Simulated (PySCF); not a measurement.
Gas-phase reaction: InCH3 + C3H4 (cyclic) ⇌ InH3 + 2 C2H2 (acetylene)

Method: PySCF energies (xtb for GFN2) plus ideal-gas RRHO corrections (1 bar). † marks an energy on the PBE0/def2-TZVP geometry and frequencies; other levels use their own. MP2 freezes the core. All species are closed-shell singlets. B3LYP is the form with VWN-RPA correlation. In: scalar-relativistic def2 core potential, no spin-orbit coupling. InCH3, InH3: computed as isolated molecules; such fragments, hydroxides, amides, oligomers or adducts are transient or little studied in the gas. MP2 isn't extrapolated to the basis-set limit; its ΔH°(298 K) is 223.0 kJ in def2-SVP and 229.4 kJ in def2-TZVPP. The harmonic model lacks anharmonicity and excited electronic states, which grow with temperature; levels with a mode under 35 cm⁻¹ are left out.

```json
[
 {"level": "B3LYP/def2-TZVP†", "ΔE electronic, kJ": "266", "ΔH°(298 K), kJ": "224", "ΔS°(298 K), J/K": "128", "ΔG°(1800 K), kJ": "-38"},
 {"level": "BLYP/def2-TZVP†", "ΔE electronic, kJ": "251", "ΔH°(298 K), kJ": "209", "ΔS°(298 K), J/K": "128", "ΔG°(1800 K), kJ": "-53"},
 {"level": "GFN2-xTB", "ΔE electronic, kJ": "297", "ΔH°(298 K), kJ": "253", "ΔS°(298 K), J/K": "128", "ΔG°(1800 K), kJ": "-13"},
 {"level": "MP2/def2-SVP†", "ΔE electronic, kJ": "265", "ΔH°(298 K), kJ": "223", "ΔS°(298 K), J/K": "128", "ΔG°(1800 K), kJ": "-39"},
 {"level": "PBE/def2-SVP", "ΔE electronic, kJ": "331", "ΔH°(298 K), kJ": "291", "ΔS°(298 K), J/K": "127", "ΔG°(1800 K), kJ": "33"},
 {"level": "PBE0/def2-SVP†", "ΔE electronic, kJ": "340", "ΔH°(298 K), kJ": "298", "ΔS°(298 K), J/K": "128", "ΔG°(1800 K), kJ": "36"},
 {"level": "PBE0/def2-TZVP", "ΔE electronic, kJ": "312", "ΔH°(298 K), kJ": "270", "ΔS°(298 K), J/K": "128", "ΔG°(1800 K), kJ": "8"},
 {"level": "ωB97M-V/def2-TZVP†", "ΔE electronic, kJ": "264", "ΔH°(298 K), kJ": "222", "ΔS°(298 K), J/K": "128", "ΔG°(1800 K), kJ": "-40"}
]
```
ΔH° is lowest at BLYP/def2-TZVP† and highest at PBE0/def2-SVP†. No reference value is set beside these.
